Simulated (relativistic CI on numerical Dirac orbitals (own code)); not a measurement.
# Mn2+ in a cubic cluster: L2,3 absorption with charge transfer

Computed with a charge-transfer multiplet model of a cubic metal-ligand cluster with up to 3 ligand holes, Slater and spin-orbit integrals from Dirac-Coulomb-Breit ions, Slater integrals scaled by 0.9. The ground state mixes d5 with configurations of k ligand holes L, whose averages lie at kΔ + k(k − 1)U_dd/2; a core hole lowers each added d electron by U_cd. 300 K, Lorentzian 0.4 eV and Gaussian 0.3 eV FWHM.

Atomic integrals in eV (Slater integrals scaled, ζ unscaled), ground: F2dd 9.229, F4dd 5.732, zeta_d 0.037; with the core hole: F2dd 9.982, F4dd 6.207, zeta_d 0.052, zeta_core 6.792, F2cd 5.719, G1cd 4.215, G3cd 2.393.

Cluster parameters (eV): Δ = 3.2, U_cd = 6, 10Dq = 0.3, 10Dq(ligand) = 1.6, V(eg) = 2.5, V(t2g) = -1.23, final-state hopping factor = 1.

```
         Case   n_d    d5   d6L  d7L2  d8L3     S
U_dd = 5.3 eV  5.34  0.69  0.29  0.02  0.00  2.50
U_dd = 6.7 eV  5.33  0.69  0.28  0.02  0.00  2.50
U_dd = 7.4 eV  5.32  0.70  0.28  0.02  0.00  2.50
```

Weights, n_d and S are thermal averages at 300 K. Photon energies count from the first peak over 30 % of the highest in each spectrum, which can be another peak from case to case. The parameters are a model scan and need not match a compound or its usual spin state. Peaks in eV (height, largest 100):
- U_dd = 5.3 eV: -1.2 (26), 0.0 (100), 3.0 (10), 4.7 (6), 9.9 (14), 10.7 (12), 11.5 (17), 12.1 (17)
- U_dd = 6.7 eV: -1.2 (23), 0.0 (100), 3.2 (11), 9.9 (13), 10.7 (13), 12.1 (17)
- U_dd = 7.4 eV: -1.1 (21), 0.0 (100), 3.4 (11), 10.0 (13), 10.8 (12), 12.3 (18)

Curve for U_dd = 7.4 eV (points under 2 left out, the grid thinned):

(E (eV), Intensity): (-2.5, 2.1), (-2.2, 3.4), (-1.8, 8.6), (-1.5, 14.1), (-1.1, 21.3), (-0.8, 19.4), (-0.5, 32.2), (-0.1, 92.0), (0.2, 85.4), (0.6, 45.4), (0.9, 40.2), (1.3, 34.1), (1.6, 25.1), (1.9, 13.2), (2.3, 8.3), (2.6, 7.4), (3.0, 8.4), (3.3, 10.9), (3.6, 9.9), (4.0, 8.5), (4.3, 6.3), (4.7, 3.3), (5.0, 3.0), (5.3, 3.5), (5.7, 3.4), (6.0, 2.3), (7.8, 2.2), (8.1, 2.5), (8.4, 2.8), (8.8, 3.1), (9.1, 4.1), (9.5, 8.0), (9.8, 12.2), (10.1, 12.4), (10.5, 11.2), (10.8, 12.2), (11.2, 11.0), (11.5, 13.0), (11.9, 16.0), (12.2, 17.9), (12.5, 16.4), (12.9, 8.7), (13.2, 4.5), (13.6, 2.7), (13.9, 2.1)

For the case U_dd = 5.3 eV, Δ = 3.2 eV is smaller than U_dd = 5.3 eV, the charge-transfer side of the Zaanen-Sawatzky-Allen scheme. With the core hole the configuration with one ligand hole lies at Δ + U_dd − U_cd = 2.5, 3.9, 4.6 eV from the one without, in the order of the table; where this is negative the screened configuration lies lower, though the effective hopping of about 3.9 eV (from the holes of the mixed ground state) mixes the two strongly wherever it is as large as the gap.
